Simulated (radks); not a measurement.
Re XL, 36 electrons, occupied as [Kr] (the NIST ground configuration). Method: scalar-relativistic Kohn-Sham, LDA (Slater exchange, VWN5 correlation), spin-polarised, spherical densities, finite nucleus; Fermi nuclear charge, rms radius 5.3698 fm; computed with a radial shooting solver on a logarithmic mesh with Libxc functionals.

Radial electron density D(r) = 4 pi r^2 rho(r):

r (bohr),D(r) (e/bohr)
0.002501,30.22
0.003179,40.75
0.004042,53.46
0.005179,68.21
0.006584,82.58
0.00837,94.73
0.01064,102.0
0.01353,102.5
0.0172,97.41
0.02186,92.21
0.02779,95.09
0.03533,110.4
0.04491,130.4
0.05709,137.3
0.07258,121.8
0.09226,102.3
0.1173,106.2
0.1491,121.6
0.1895,106.0
0.2429,60.62
0.3088,36.60
0.3925,32.22
0.499,19.09
0.6344,5.054
0.8064,0.5017
1.025,0.01529
1.303,0.0001089

D(r) has 3 maxima, at r = 0.0122, 0.0544, 0.154 bohr, and minima at 0.0233, 0.101 bohr, inside which lie 1.89, 10.95 electrons.
